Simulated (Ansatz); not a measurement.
Reaction (formal hydrolysis of a C–Si bond): `CC#C[SiH2]C` + H₂O → `CC#CO` + `C[SiH3]`

Program: Ansatz. Geometries: PBE0-D4/def2-TZVP. ΔE: electronic, gas phase. CCSD(T)/CBS adds triple-zeta CCSD(T) − MP2 to the extrapolated MP2 energy (def2 sets, frozen cores). This one scheme is used for every species. Functionals use def2-TZVPP. B3LYP here is the variant with VWN-RPA as its local correlation; programs differ in this. One conformer a species, not always the lowest.

`CC#C[SiH2]C`:

Cartesian coordinates in Å:
```
C -1.960 -1.294 -1.843
C -1.158 -0.465 -0.967
C -0.492 0.230 -0.236
Si 0.524 1.260 0.868
C 2.013 0.310 1.474
H -3.020 -1.215 -1.590
H -1.669 -2.344 -1.759
H -1.837 -0.991 -2.886
H 0.953 2.475 0.125
H -0.314 1.695 2.018
H 1.703 -0.581 2.024
H 2.621 0.930 2.138
H 2.635 -0.007 0.634
```

H₂O:

Cartesian coordinates in Å:
```
O -0.062 0.174 0.343
H -0.276 -0.729 0.099
H 0.338 0.556 -0.442
```

`CC#CO`:

Cartesian coordinates in Å:
```
C -1.341 0.125 -0.403
C 0.018 0.015 0.100
C 1.140 -0.075 0.512
O 2.335 -0.152 1.041
H -1.356 0.551 -1.410
H -1.836 -0.848 -0.443
H -1.938 0.777 0.239
H 2.978 -0.394 0.365
```

`C[SiH3]`:

Z-matrix (Å, degrees):
```
C
Si 1 1.871
H 1 1.092 2 110.8
H 1 1.092 2 110.8 3 -120.0
H 1 1.092 2 110.8 3 120.0
H 2 1.488 1 110.7 3 -179.9
H 2 1.488 1 110.7 3 -59.9
H 2 1.488 1 110.7 3 60.1
```

```
             level  ΔE (kJ/mol)  difference from CCSD(T)/CBS
         r2SCAN-D4        140.7                        -14.7
          B3LYP-D4        137.8                        -17.6
               PBE        127.0                        -28.4
            r2SCAN        139.5                        -15.9
              PBE0        131.2                        -24.2
             B3LYP        131.9                        -23.5
    MP2/def2-TZVPP        158.3                          2.9
SCS-MP2/def2-TZVPP        152.4                         -3.0
   CCSD/def2-TZVPP        147.1                         -8.3
CCSD(T)/def2-TZVPP        148.8                         -6.6
     HF/def2-QZVPP        137.4                        -18.0
    MP2/def2-QZVPP        162.4                          7.0
SCS-MP2/def2-QZVPP        156.5                          1.1
      HF/CBS(def2)        137.5                        -17.9
     MP2/CBS(def2)        164.9                          9.5
    CCSD/CBS(def2)        153.7                         -1.7
       CCSD(T)/CBS        155.4                            0
```

Largest T1 diagnostic among the species: 0.012.

From PBE to PBE0 (25 % exact exchange), in def2-TZVPP and without D4, ΔE moves by +4.2 kJ/mol. In def2-TZVPP, CCSD(T) changes the Hartree–Fock value by +12.5 kJ/mol (the triples alone add +1.7 kJ/mol) and MP2 by +21.9 kJ/mol.
